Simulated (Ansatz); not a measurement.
A trace of molecular dynamics of ClFH₄OSn (8 atoms, charge 0, multiplicity 1).

Computed with Ansatz, RKS PBE/def2-SVP.

```yaml
ensemble: NVE (velocity Verlet)
starting_velocities_drawn_for: 100 K
seed: 6590
```

| time (fs) | T (K) | potential energy less start (eV) | conserved less start (meV/atom) |
| --- | --- | --- | --- |
| 0 | 100 | 0.000 | 0.00 |
| 4 | 80 | 0.015 | 0.01 |
| 8 | 72 | 0.022 | 0.01 |
| 12 | 84 | 0.012 | 0.02 |
| 16 | 173 | -0.056 | 0.03 |
| 20 | 378 | -0.215 | 0.02 |
| 24 | 669 | -0.442 | 0.00 |
| 28 | 931 | -0.644 | -0.01 |
| 32 | 1099 | -0.775 | -0.01 |
| 36 | 1148 | -0.813 | -0.01 |
| 40 | 1057 | -0.742 | 0.00 |
| 44 | 936 | -0.648 | 0.01 |
| 48 | 942 | -0.653 | 0.03 |
| 52 | 1134 | -0.802 | 0.01 |
| 56 | 1324 | -0.949 | 0.00 |
| 60 | 1388 | -0.999 | -0.01 |
| 64 | 1313 | -0.941 | 0.00 |
| 68 | 1187 | -0.843 | 0.00 |
| 72 | 1075 | -0.756 | 0.01 |
| 76 | 1023 | -0.716 | 0.01 |
| 80 | 1060 | -0.744 | 0.01 |
| 84 | 1152 | -0.816 | 0.01 |
| 88 | 1260 | -0.900 | 0.00 |
| 92 | 1276 | -0.912 | 0.00 |
| 96 | 1143 | -0.809 | -0.01 |
| 100 | 886 | -0.609 | 0.01 |

Question: Is this trajectory sound?

Answer: The conserved energy stayed within 0.031 meV per atom of its start (net change 0.013 meV per atom), so the integration is sound. The kinetic energy rose, since the run started high on the potential surface and went downhill. It ends in pieces (ClFH2OSn + H2), so much of that is their flight and rotation, not heat. A run of 0.1 ps of so small a system gives no equilibrium averages. The orbitals stay closed-shell, which can raise the energy where a bond breaks towards radicals; this wasn't checked here. The time step was 0.5 fs.

Time of the run: 4.5 min on 2 threads of Arm Neoverse V2 (shared host), peak memory 0.14 GiB.
